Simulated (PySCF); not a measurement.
SMILES [CH2]([GeH3])c1ccccc1 (C7H10Ge), GFN2-xTB optimised geometry.

```
18

Ge    -1.73    -2.55     1.89
C     -1.47    -1.93     0.02
C     -0.71    -0.65     0.00
C     -1.38     0.57     0.02
C     -0.68     1.76     0.02
C      0.71     1.75     0.01
C      1.38     0.54     0.00
C      0.68    -0.65     0.00
H     -2.47    -3.85     1.94
H     -0.41    -2.74     2.57
H     -2.50    -1.55     2.68
H     -2.45    -1.81    -0.44
H     -0.93    -2.70    -0.53
H     -2.46     0.59     0.02
H     -1.21     2.70     0.02
H      1.26     2.68     0.00
H      2.46     0.52     0.00
H      1.20    -1.59    -0.01
```

Density from PBE0/def2-SVP in PySCF at that geometry.

Minimum of the electron density along straight lines between bonded atoms, close to the bond critical point (lines longer than 1.1 times the sum of covalent radii, or with two minima, are not listed):

```json
[
 {"bond": "Ge1–C2", "length / Å": "1.981", "ρ at the minimum / e bohr⁻³": "0.123", "∇²ρ there / e bohr⁻⁵": "0.03", "position (fraction from the first atom)": "0.47"},
 {"bond": "C2–C3", "length / Å": "1.493", "ρ at the minimum / e bohr⁻³": "0.257", "∇²ρ there / e bohr⁻⁵": "-0.59", "position (fraction from the first atom)": "0.50"},
 {"bond": "C3–C4", "length / Å": "1.390", "ρ at the minimum / e bohr⁻³": "0.310", "∇²ρ there / e bohr⁻⁵": "-0.79", "position (fraction from the first atom)": "0.50"},
 {"bond": "C4–C5", "length / Å": "1.383", "ρ at the minimum / e bohr⁻³": "0.312", "∇²ρ there / e bohr⁻⁵": "-0.80", "position (fraction from the first atom)": "0.50"},
 {"bond": "C5–C6", "length / Å": "1.384", "ρ at the minimum / e bohr⁻³": "0.312", "∇²ρ there / e bohr⁻⁵": "-0.80", "position (fraction from the first atom)": "0.50"},
 {"bond": "C6–C7", "length / Å": "1.385", "ρ at the minimum / e bohr⁻³": "0.312", "∇²ρ there / e bohr⁻⁵": "-0.80", "position (fraction from the first atom)": "0.50"},
 {"bond": "C3–C8", "length / Å": "1.390", "ρ at the minimum / e bohr⁻³": "0.310", "∇²ρ there / e bohr⁻⁵": "-0.79", "position (fraction from the first atom)": "0.50"},
 {"bond": "C7–C8", "length / Å": "1.383", "ρ at the minimum / e bohr⁻³": "0.313", "∇²ρ there / e bohr⁻⁵": "-0.80", "position (fraction from the first atom)": "0.50"},
 {"bond": "Ge1–H9", "length / Å": "1.499", "ρ at the minimum / e bohr⁻³": "0.141", "∇²ρ there / e bohr⁻⁵": "0.08", "position (fraction from the first atom)": "0.59"},
 {"bond": "Ge1–H10", "length / Å": "1.494", "ρ at the minimum / e bohr⁻³": "0.142", "∇²ρ there / e bohr⁻⁵": "0.08", "position (fraction from the first atom)": "0.59"},
 {"bond": "Ge1–H11", "length / Å": "1.494", "ρ at the minimum / e bohr⁻³": "0.142", "∇²ρ there / e bohr⁻⁵": "0.08", "position (fraction from the first atom)": "0.59"},
 {"bond": "C2–H12", "length / Å": "1.091", "ρ at the minimum / e bohr⁻³": "0.273", "∇²ρ there / e bohr⁻⁵": "-0.98", "position (fraction from the first atom)": "0.63"},
 {"bond": "C2–H13", "length / Å": "1.091", "ρ at the minimum / e bohr⁻³": "0.273", "∇²ρ there / e bohr⁻⁵": "-0.98", "position (fraction from the first atom)": "0.63"},
 {"bond": "C4–H14", "length / Å": "1.082", "ρ at the minimum / e bohr⁻³": "0.282", "∇²ρ there / e bohr⁻⁵": "-1.06", "position (fraction from the first atom)": "0.63"},
 {"bond": "C5–H15", "length / Å": "1.081", "ρ at the minimum / e bohr⁻³": "0.283", "∇²ρ there / e bohr⁻⁵": "-1.07", "position (fraction from the first atom)": "0.63"},
 {"bond": "C6–H16", "length / Å": "1.080", "ρ at the minimum / e bohr⁻³": "0.283", "∇²ρ there / e bohr⁻⁵": "-1.07", "position (fraction from the first atom)": "0.63"},
 {"bond": "C7–H17", "length / Å": "1.080", "ρ at the minimum / e bohr⁻³": "0.283", "∇²ρ there / e bohr⁻⁵": "-1.07", "position (fraction from the first atom)": "0.63"},
 {"bond": "C8–H18", "length / Å": "1.082", "ρ at the minimum / e bohr⁻³": "0.282", "∇²ρ there / e bohr⁻⁵": "-1.06", "position (fraction from the first atom)": "0.63"}
]
```
